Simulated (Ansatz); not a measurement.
Ansatz (an electronic-structure program) input (CCSD(T)/def2-TZVPP):

Ansatz 0.2 input:
```yaml
crystal:
  periodic: [false, false, false]
  atoms:
    - {symbol: Zr, position_ang: [-0.00000000, 0.00000000, 0.00000000]}
    - {symbol: F, position_ang: [1.88532173, -0.28673093, -0.17314437]}
    - {symbol: F, position_ang: [-0.88962451, -0.44385382, 1.63651876]}
    - {symbol: F, position_ang: [-0.99569722, 0.73058474, -1.46337439]}
basis:
  gaussian:
    orbitals: def2-TZVPP
magnetization: {spin_polarized: true, initial_magnetization: 1}
correlation: {method: ccsd_t, electrons: outside_noble_gas}
```

End of the output:

```
reference -9394.12694881 eV, -345.2277978010 hartree; 13, 12 occupied and 129, 130 virtual orbitals, 999 factors
second order -23.32567005 eV of doubles, -0.00000000 eV of singles
coupled cluster: 1.59 GiB planned
cycle   1  -23.00824808 eV  change    -2.4e0 eV  update   3.5e-2
cycle   2  -23.07886401 eV  change   -7.1e-2 eV  update   1.1e-2
cycle   3  -23.07648555 eV  change    2.4e-3 eV  update   7.2e-3
cycle   4  -23.08153728 eV  change   -5.1e-3 eV  update   2.8e-3
cycle   5  -23.08054429 eV  change    9.9e-4 eV  update   1.2e-3
cycle   6  -23.08143905 eV  change   -8.9e-4 eV  update   4.5e-4
cycle   7  -23.08165107 eV  change   -2.1e-4 eV  update   1.7e-4
cycle   8  -23.08161308 eV  change    3.8e-5 eV  update   4.6e-5
cycle   9  -23.08158386 eV  change    2.9e-5 eV  update   1.9e-5
cycle  10  -23.08157808 eV  change    5.8e-6 eV  update   7.2e-6
perturbative correction -0.77092483 eV, -0.0283309651 hartree
Total energy: -9417.97945173 eV, -346.1043611155 hartree
```

The spin state was set by rule; other spins were not relaxed.
